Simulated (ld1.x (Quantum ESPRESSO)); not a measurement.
## Configuration tests for O (ultrasoft)

- Element: O (Z = 8)
- Generator: ld1.x (Quantum ESPRESSO) 7.5
- Type: ultrasoft
- Functional: PBE
- Relativity: scalar-relativistic
- Frozen core: [He]
- Valence charge: 6
- Reference configuration: 2s2 2p4
- Partial waves: 2s (bound): rcut 0.80, rcutus 1.05 bohr; 2s channel at 0.7 Ry: rcut 0.80, rcutus 1.05 bohr; 2p (bound): rcut 1.40, rcutus 1.90 bohr; 2p channel at -0.25 Ry: rcut 1.40, rcutus 1.90 bohr; 3d channel at 0.2 Ry: rcut 1.55, rcutus 1.75 bohr; 3d channel at 1.3 Ry: rcut 1.55, rcutus 1.75 bohr
- Local potential: all-electron potential smoothed inside 1.60 bohr (lloc = -1)
- Core correction: a·sin(br)/r model core inside 0.50 bohr
- Augmentation charge: PSQ, radius 0.70 bohr

Energies are relative to the spin-unpolarised reference configuration 2s2 2p4; without spin polarisation the order of configurations can differ from experiment.

```json
{"valence configuration": "2s2 2p3", "charge": "+1", "ΔE all-electron (eV)": "16.431", "error AE − PS (meV)": "-6.9"}
{"valence configuration": "2s2 2p2", "charge": "+2", "ΔE all-electron (eV)": "50.017", "error AE − PS (meV)": "-41"}
{"valence configuration": "2s2 2p1", "charge": "+3", "ΔE all-electron (eV)": "103.886", "error AE − PS (meV)": "-70"}
{"valence configuration": "2s2 2p3.5", "charge": "+0.5", "ΔE all-electron (eV)": "6.286", "error AE − PS (meV)": "-1.3"}
{"valence configuration": "2s1 2p4", "charge": "+1", "ΔE all-electron (eV)": "31.659", "error AE − PS (meV)": "-0.6"}
{"valence configuration": "2s0 2p6", "charge": "0", "ΔE all-electron (eV)": "29.937", "error AE − PS (meV)": "+13"}
```

Problem. What are ΔE and the potential's error for 2s2 2p4.3?

Solution. ΔE = -2.123 eV all-electron; the error (AE − PS) is 0.0 meV.
